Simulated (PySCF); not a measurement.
The calculation used PySCF 2.14.0, delta-SCF UKS SCAN, pcX-2 on the ionised atom, pcseg-1 elsewhere, spin-free X2C. Geometries: PBE0-D3(BJ)/def2-SVP; isolated species, one conformer each. Values against the vacuum level. The 2p values add to the ΔSCF energy of one spin-free hole a correction within the shell (spin–orbit coupling, ligand field).

(1) Order these sites by rising Si 1s binding energy.
A. Silicon in `NBO[SiH3]`
B. Si6 in `[OH:1][B:2]([OH:3])[C@@H:4]1[CH2:5][SiH2:6][NH:7][SiH2:8]1`
C. Si4 in `[CH3:1][O:2][CH2:3][SiH:4]([SiH3:5])[SiH3:6]`

(2) Order these sites by rising Si 2p3/2 binding energy.
A. Silicon in `[SiH3]OBN`
B. Si6 in `[OH:1][B:2]([OH:3])[C@@H:4]1[CH2:5][SiH2:6][NH:7][SiH2:8]1`
C. Si4 in `[CH3:1][O:2][CH2:3][SiH:4]([SiH3:5])[SiH3:6]`

## Answers

(1) C (1845.62 eV), B (1846.38 eV), A (1847.54 eV).

The highest is bonded to O and 3 H, the lowest to C, H and 2 Si; the range is 1.92 eV.

(2) C (105.94 eV), B (106.54 eV), A (107.64 eV).

From the lowest up, the atoms are bonded to: C, H and 2 Si (105.94); N, C and 2 H (106.54); O and 3 H (107.64).
